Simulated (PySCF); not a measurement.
C4H5BFN. Atoms are numbered in the order given.

```xyz
12

C     -0.9637    -3.1210     0.0000
C     -0.3378    -2.0624     0.0000
B      0.3835    -0.7088     0.0000
F      1.7185    -0.6843     0.0000
C     -0.4229     0.6449     0.0000
N      0.2086     1.7675     0.0000
C     -0.5474     2.9914     0.0000
H     -1.5042    -4.0591     0.0000
H     -1.5463     0.6190     0.0000
H     -0.2526     3.5982    -0.8839
H     -1.6577     2.8569     0.0000
H     -0.2526     3.5982     0.8839
```

Coordinates come from a PBE-D3(BJ)/def2-SVP optimisation. The structure was generated by enumeration; whether it is a known compound was not checked. One conformer was computed; it need not be the lowest.

All values below come from PySCF with PBE-D3(BJ)/def2-SVP.

Harmonic, unscaled wavenumbers; measured fundamentals usually lie a few per cent lower.

```csv
mode,ν (cm⁻¹),IR (km/mol),moving atoms (share of kinetic energy)
1,62,0.9,"H 44 %, C 42 %, N 10 %"
2,102,1.3,"C 57 %, H 19 %, F 16 %, B 8 %"
3,166,3.0,"C 31 %, H 28 %, N 22 %, F 13 %"
4,192,0.6,"F 41 %, C 37 %, N 12 %, H 10 %"
5,216,6.9,"H 60 %, N 26 %, C 12 %"
6,247,6.4,"C 70 %, H 28 %"
7,368,7.6,"C 32 %, N 27 %, H 20 %, F 19 %"
8,422,2.3,"C 75 %, N 12 %"
9,520,12.4,"C 57 %, F 25 %"
10,626,22.5,"B 69 %, C 14 %, H 12 %"
11,667,36.4,"H 76 %, C 24 %"
12,737,24.0,"H 74 %, C 26 %"
13,784,15.4,"C 53 %, F 23 %, H 18 %"
14,912,11.5,"H 71 %, C 24 %"
15,983,65.6,"C 44 %, N 24 %, H 21 %, B 11 %"
16,1083,0.9,"H 64 %, C 23 %, N 13 %"
17,1108,77.1,"H 57 %, B 22 %, C 17 %"
18,1111,152.2,"B 35 %, H 24 %, N 22 %, C 20 %"
19,1321,52.5,"H 62 %, C 16 %, B 11 %, N 10 %"
20,1340,134.4,"B 49 %, H 28 %, F 15 %, C 8 %"
21,1346,63.3,"H 59 %, B 21 %, C 13 %"
22,1389,5.7,H 97 %
23,1407,57.9,"H 91 %, C 9 %"
24,1657,47.6,"C 53 %, N 43 %"
25,2110,125.8,"C 89 %, H 9 %"
26,2865,53.5,H 92 %
27,2890,62.6,H 96 %
28,3007,15.2,"H 92 %, C 8 %"
29,3026,4.8,"H 91 %, C 9 %"
30,3391,43.7,"H 86 %, C 14 %"
```
